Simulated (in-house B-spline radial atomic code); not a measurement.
Checks on a self-consistent run for Mg III (Mg2+), [He] 2s2 2p6. Level of theory: non-relativistic Hartree-Fock, average of configuration, point nucleus; calculated with a radial B-spline atomic code at the basis-set limit.

| orbital | q | ε (Eh) | <1/r> | <r²> |
| --- | --- | --- | --- | --- |
| 1s | 2 | -49.76871 | 11.5978 | 0.0229575 |
| 2s | 2 | -4.48294 | 2.10718 | 0.57092 |
| 2p | 6 | -3.00617 | 1.95878 | 0.588464 |

Electron-electron repulsion V_ee = 72.2905 hartree, kinetic energy T = 198.8308 hartree.

(1) What total energy follows from the eigenvalues?

(2) What is the virial ratio?

(3) What diamagnetic shielding (Lamb formula) and susceptibility (Langevin formula) do the radii give?

Results:

(1) The eigenvalues count the repulsion twice, so E = Σqε - V_ee = -126.540 - 72.290 = -198.831 hartree; the run printed -198.831.

(2) -V/T = (T - E)/T = 2.000000; at the Hartree-Fock limit it is 2.

(3) σ = (α²/3)Σq<1/r> = 39.1627/(3·137.036²) = 695.16 ppm, and χ = -0.79199×10⁻⁶·Σq<r²> = -3.737×10⁻⁶ cm³/mol with Σq<r²> = 4.7185 bohr². Both are non-relativistic formulas without the paramagnetism of open shells.
